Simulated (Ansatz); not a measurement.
Geometry optimisation, RKS PBE0-D4/6-31G* in Ansatz 0.2.0.

Input:

```yaml
crystal:
  periodic: [false, false, false]
  atoms:
    - { symbol: O, position_ang: [-0.6037, 2.1042, -0.8301] }
    - { symbol: Al, position_ang: [-0.2137, 1.1166, 0.6095] }
    - { symbol: Si, position_ang: [0.3064, -1.1556, 0.3003] }
    - { symbol: O, position_ang: [0.3108, -1.5503, -1.3543] }
    - { symbol: H, position_ang: [-1.6311, 2.0385, -0.9458] }
    - { symbol: H, position_ang: [-0.2019, 1.7765, 2.0715] }
    - { symbol: H, position_ang: [1.7339, -1.3973, 0.8008] }
    - { symbol: H, position_ang: [-0.80754, 0.59928, 1.93288] }
    - { symbol: H, position_ang: [0.9526, -1.0079, -1.7403] }
basis:
  gaussian: { orbitals: "6-31G*" }
hamiltonian:
  xc: pbe0
  dispersion: d4
relax:
  f_tol: 0.02
  max_steps: 50
```

Run as:

```bash
$ ansatz run input.yaml --threads 1 --pin off --max-ram 2048MiB --backend cpu --events-out ev --progress --plain --runs-dir out
```

Where does it end, and by what steps?

The run converged. The force dipped under the threshold on the way, but the program's further checks kept it going. After 34 steps the energy has fallen by 5.022 eV; H8 moved furthest, 2.64 Å. Parted: Al2–H8 (1.54 → 3.35 Å). Joined: Si3–H8 (2.64 → 1.50 Å).

```csv
step,energy less start (eV),largest force component (eV/Å),accepted
0,0.0000,3.956,yes
2,-1.6642,1.424,yes
4,-2.6335,1.210,yes
6,-3.6071,0.889,yes
8,-4.1697,0.640,yes
10,-4.3675,1.773,yes
12,-4.5516,1.004,yes
14,-4.7863,0.388,yes
16,-4.9402,0.339,yes
18,-4.9979,0.436,yes
20,-5.0078,0.108,yes
22,-5.0112,0.099,yes
24,-5.0129,0.121,yes
26,-5.0151,0.183,yes
28,-5.0179,0.020,yes
30,-5.0179,0.412,no
32,-5.0216,0.090,yes
34,-5.0221,0.014,yes
```

```xyz
9
Properties=species:S:1:pos:R:3
O -0.558 1.772 -0.870
Al -0.254 1.369 0.780
Si 0.395 -0.971 0.547
O 0.275 -1.178 -1.109
H -0.843 2.643 -1.165
H -0.441 2.466 1.925
H 1.780 -1.281 1.017
H -0.495 -1.934 1.266
H -0.013 -0.363 -1.547
```

Whether the end is a true minimum wasn't checked by a vibrational analysis.

The run took 2.8 min on 1 thread of Intel(R) Xeon(R) Processor @ 2.70GHz, with other jobs on the host, peak memory 0.16 GiB.
